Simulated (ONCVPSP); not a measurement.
Reading a pseudo-wave (fluorine)

Columns: radius, all-electron u(r) and pseudo u(r) of the 2s shell (level -30.33 eV) of fluorine in the configuration [He] 2s1 2p6; revPBE, non-relativistic, ONCV scheme, ONCVPSP 4.0.1.

```
r (bohr)  all-electron  pseudo
   0.093       -0.4508  0.0948
   0.185       -0.2328  0.2157
   0.278        0.1389  0.3755
   0.370        0.4759  0.5605
   0.463        0.7323  0.7446
   0.555        0.8985  0.8937
   0.648        0.9909  0.9901
   0.740        1.0248  1.0248
   0.833        1.0173  1.0173
   0.925        0.9820  0.9820
   1.018        0.9285  0.9285
   1.110        0.8655  0.8655
   1.203        0.7970  0.7970
   1.295        0.7281  0.7282
   1.388        0.6600  0.6600
   1.480        0.5955  0.5955
   1.573        0.5342  0.5343
   1.665        0.4780  0.4781
   1.758        0.4259  0.4259
   1.850        0.3790  0.3790
   1.943        0.3360  0.3360
   2.035        0.2978  0.2978
   2.128        0.2631  0.2631
   2.220        0.2325  0.2325
   2.313        0.2050  0.2050
   2.405        0.1807  0.1808
```

Problem. How many radial nodes do the two functions have?

Solution. The all-electron 2s function has n − l − 1 = 1; the pseudo-wave has 0, since the states of the same l below it are removed with the core.

Problem. At about which radius was the pseudo-wave matched?

Solution. 0.70 bohr, where the columns begin to agree (steps of 0.09 bohr).

Problem. Is the pseudo-wave norm-conserving?

Solution. Yes: the ONCV scheme keeps the norm inside the radius equal to the all-electron one, which fixes the energy derivative of the logarithmic derivative at the level.
